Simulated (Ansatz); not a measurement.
selenium dioxide cation (O₂Se), SMILES O=[Se]=O (connectivity only; charge and spin as stated), charge +1, multiplicity 2.

Coordinates come from a r2SCAN-D4/def2-TZVP optimisation. The multiplicity is an assumed one; other spin states were not compared.

Two levels are set side by side: PBE/def2-TZVPD (Ansatz, a first-principles code) and CAM-B3LYP/def2-TZVPD (Ansatz). Energy differences of separate SCF runs at the same geometry; the states with an electron removed or added have multiplicity 3 and 1. Differences are taken from unrounded values.

```json
[
 {"quantity": "vertical ionisation energy (eV)", "PBE": "20.33"},
 {"quantity": "vertical electron affinity (eV)", "PBE": "11.35"}
]
```

**Question.** These are the PBE values. What does CAM-B3LYP give? (The exact figures need the calculation; the answer reports its results.)

**Answer.** 
```tsv
quantity	CAM-B3LYP	PBE minus CAM-B3LYP
vertical ionisation energy (eV)	20.19	0.14
vertical electron affinity (eV)	11.84	-0.49
```
